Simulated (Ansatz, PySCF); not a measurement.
Reaction R1 + R2 → P1 + P2, each structure at its B3LYP-D3(BJ)/def2-TZVP stationary point, reached from a drawn start (curvature not checked).
R1: SiF4 (SMILES F[Si](F)(F)F), charge 0, multiplicity 1.
P1: F3HOSi (SMILES O[Si](F)(F)F), charge 0, multiplicity 1.
P2, HF (SMILES F) (charge 0, multiplicity 1, Z-matrix in Å and degrees):
```
F
H 1 0.9245
```
R2, H2O (SMILES O) (charge 0, multiplicity 1):
```csv
atom,x (Å),y (Å),z (Å)
O,0.0000,0.0000,0.3896
H,0.0000,0.7650,-0.1949
H,0.0000,-0.7650,-0.1949
```

P less R. No zero-point or thermal terms. One arrangement of each flexible species, with no search for the lowest.

Programs: Ansatz (Gaussian orbitals); PySCF for the D3/D4 terms. All values are computed, each at the level named.

Task: Estimate the reaction energy that BLYP-D4/def2-TZVPP returns for this input.

Result: 7.7 kcal/mol

Task: Estimate the reaction energy that B3LYP/def2-TZVPP returns for this input.

Result: 8.1 kcal/mol

Task: Give the reaction energy at the level revPBE/def2-TZVPP.

Result: 8.0 kcal/mol

Ansatz is an electronic-structure program.
